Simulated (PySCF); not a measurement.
## Neon: a sound run and one with changed settings

Sound run: Ne⁺ [He] 2s2 2p5, Ne²⁺ [He] 2s2 2p4. Calculation: PySCF 2.14, in def2-SVP (3s2p1d, 14 functions); no relativity, point nucleus. In the sound run the correlated levels freeze 1s2. The sound run starts from symmetry-adapted Hartree-Fock orbitals and uses a fine grid where one is needed.

Changed run: basis STO-3G. This setting is unsound on purpose.

```tsv
species	method	sound run (hartree)	changed run (hartree)	converged
Ne⁺	UHF	-127.64829	-126.06147	yes
Ne⁺	M06-2X	-127.98415	-126.36475	yes
Ne⁺	MN15	-127.92839	-125.85125	yes
Ne⁺	MP2	-127.77835	-126.06147	yes
Ne²⁺	UHF	-126.19497	-124.57400	yes
Ne²⁺	M06-2X	-126.46475	-124.82321	yes
Ne²⁺	MN15	-126.40508	-124.31611	yes
Ne²⁺	MP2	-126.28419	-124.57400	yes
```

Ionisation energy of Ne⁺:

```
 method  sound run (eV)  changed run (eV)
    UHF          39.547            40.476
 M06-2X          41.345            41.948
   MN15          41.452            41.773
    MP2          40.658            40.476
SCS-MP2          40.604            40.476
```

A minimal basis cannot let orbitals breathe on ionisation and holds almost no correlation.

For comparison, NIST gives 40.963 eV between the lowest levels.
